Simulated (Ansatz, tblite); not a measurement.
Spin states of the cluster Al₂Ga (the lowest doublet isomer of a short search), each relaxed with B3LYP-D4/def2-TZVP in Ansatz. Electronic energies in the gas phase.

The xTB rows come from tblite. HSE06 is defined as in plane-wave codes, on full-range PBE exchange. Correlated methods freeze 19 core orbitals; core or outer-core shells of Ga are correlated, in sets that lack core-valence functions. The structure comes from a short search, and lower isomers may exist.

Doublet geometry (C2v within 0.1 Å):

```tsv
atom	x (Å)	y (Å)	z (Å)
Al1	1.215	0.809	-0.201
Al2	-0.221	-0.749	1.249
Ga3	-0.994	-0.060	-1.048
```

Quartet geometry (C2v within 0.1 Å):

| atom | x (Å) | y (Å) | z (Å) |
| --- | --- | --- | --- |
| Al1 | 0.896 | -1.087 | -1.034 |
| Al2 | -1.584 | 0.734 | -0.076 |
| Ga3 | 0.688 | 0.352 | 1.110 |

⟨S²⟩: doublet 0.79 at PBE0-D4/def2-TZVP (pure 0.75), quartet 3.76 at PBE0-D4/def2-TZVP (pure 3.75).

Run but left out: HF/STO-3G, HF/def2-TZVP, HF/def2-TZVPP, MP2/def2-TZVP, MP2/def2-TZVPP, CCSD/def2-TZVPP, CCSD(T)/def2-TZVPP (doublet: ⟨S²⟩ 1.85 to 2.06, where a pure state has 0.75).

Only these spin states were relaxed. The quartet has other bonds than the doublet, so the gap mixes isomer and spin.

```json
{"level": "GFN1-xTB", "quartet − doublet (kJ/mol)": "115.2", "lowest of these": "doublet", "remarks": "–"}
{"level": "GFN2-xTB", "quartet − doublet (kJ/mol)": "40.1", "lowest of these": "doublet", "remarks": "–"}
{"level": "LDA (SPW92)/def2-TZVP", "quartet − doublet (kJ/mol)": "34.5", "lowest of these": "doublet", "remarks": "–"}
{"level": "PBE-D4/def2-TZVP", "quartet − doublet (kJ/mol)": "15.0", "lowest of these": "doublet", "remarks": "–"}
{"level": "r2SCAN-D4/def2-TZVP", "quartet − doublet (kJ/mol)": "19.2", "lowest of these": "doublet", "remarks": "spin-contaminated (⟨S²⟩ 1.05) (doublet)"}
{"level": "B97M-V/def2-TZVP", "quartet − doublet (kJ/mol)": "23.9", "lowest of these": "doublet", "remarks": "–"}
{"level": "PBE0-D4/def2-TZVP", "quartet − doublet (kJ/mol)": "7.6", "lowest of these": "doublet", "remarks": "–"}
{"level": "HSE06-D4/def2-TZVP", "quartet − doublet (kJ/mol)": "7.8", "lowest of these": "doublet", "remarks": "–"}
{"level": "BHLYP-D4/def2-TZVP", "quartet − doublet (kJ/mol)": "-5.6", "lowest of these": "quartet", "remarks": "spin-contaminated (⟨S²⟩ 0.86) (doublet)"}
{"level": "RPA@PBE/def2-TZVP", "quartet − doublet (kJ/mol)": "21.0", "lowest of these": "doublet", "remarks": "–"}
```

Change of the quartet − doublet gap on mixing in exact exchange, in kJ/mol: PBE to PBE0 (25 % exact exchange) -7.4.

The xTB methods have no spin-polarisation term.
